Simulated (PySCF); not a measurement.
Excitations are Tamm–Dancoff values on a coarser integration grid. The basis has no diffuse functions, so Rydberg states are missing or too high.

Cartesian coordinates (Å):
```xyz
7

C     -1.5207    -0.0189     0.0450
C     -0.2143    -0.0026     0.0091
Si     1.4629     0.0182    -0.0369
H     -2.1199    -0.0498    -0.8639
H     -2.0693    -0.0025     0.9856
H      2.2140     1.2826    -0.0893
H      2.2469    -1.2272    -0.0260
```
Charge 0, multiplicity 1.

Question: What dipole moment, S1 excitation (TDA) and HOMO–LUMO gap does PySCF with ωB97X-D3(BJ)/def2-TZVP give?

Answer: 
* **dipole moment**: 0.29 D
* **S1 excitation (TDA)**: 3.85 eV
* **HOMO–LUMO gap**: 9.39 eV
